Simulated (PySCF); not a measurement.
Computed IR spectrum (relative IR intensity) of a molecule FH6NOSi2. Geometry optimised at r2SCAN-D4/def2-SVP. One conformer was computed; it need not be the lowest. Level of theory: r2SCAN-D4/def2-SVP in PySCF. Frequencies are harmonic and unscaled.

Lines under 2 % of the strongest are left out, and lines within 2 cm⁻¹ are merged.

| ν (cm⁻¹) | relative intensity |
|---|---|
| 148 | 2.3 |
| 241 | 28 |
| 276 | 17 |
| 302 | 3.2 |
| 373 | 12 |
| 402 | 57 |
| 432 | 19 |
| 486 | 12 |
| 681 | 9.5 |
| 723 | 8.4 |
| 793 | 64 |
| 800 | 33 |
| 820 | 30 |
| 873 | 81 |
| 901 | 100 |
| 923 | 71 |
| 935 | 33 |
| 967 | 16 |
| 1547 | 19 |
| 2208 | 49 |
| 2220 | 43 |
| 2245 | 62 |
| 3569 | 13 |
| 3668 | 14 |
| 3824 | 41 |

**Question.** Which molecule gave these data?
(A) N[Si@@H](O)[SiH2]F
(B) N[SiH2]O[SiH2]F
(C) O[Si@H](F)N[SiH3]
(D) N[Si@@H](F)[SiH2]O

**Answer.** A, N[Si@@H](O)[SiH2]F
